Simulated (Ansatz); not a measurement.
System: BF$_{2}$, charge 1, singlet. BF2+ (parent SMILES F[B]F, singlet).
B3LYP-D3(BJ)/def2-TZVP minimum from Ansatz (a quantum-chemistry and plane-wave program):
```xyz
3

F      0.0000     0.0000    -1.2292
B      0.0000     0.0000     0.0000
F      0.0000     0.0000     1.2292
```
Charge +1, spin multiplicity 1.

Total energies in aug-cc-pVTZ, 16 correlated electrons, 3 frozen orbitals. Radicals and triplets start from unrestricted determinants; spin-orbit coupling is neglected. Cores are frozen in correlated methods. No relativity. The spin of BF2+ (parent SMILES F[B]F, singlet) was assumed, and the state is the lowest solution found for it.

```tsv
method	program	energy (Eh)	minus CCSDT(Q) (mEh)
HF	Ansatz	-223.40264	596.88
MP2	Ansatz	-223.98152	18.00
CCSD	Ansatz	-223.97954	19.99
CCSD(T)	Ansatz	-223.99866	0.86
CCSDT(Q)	Ansatz	-223.99952	0.00
```

Rough core times of Ansatz's runs on a shared machine: CCSD(T) under 20 s, CCSDT(Q) 20 min.
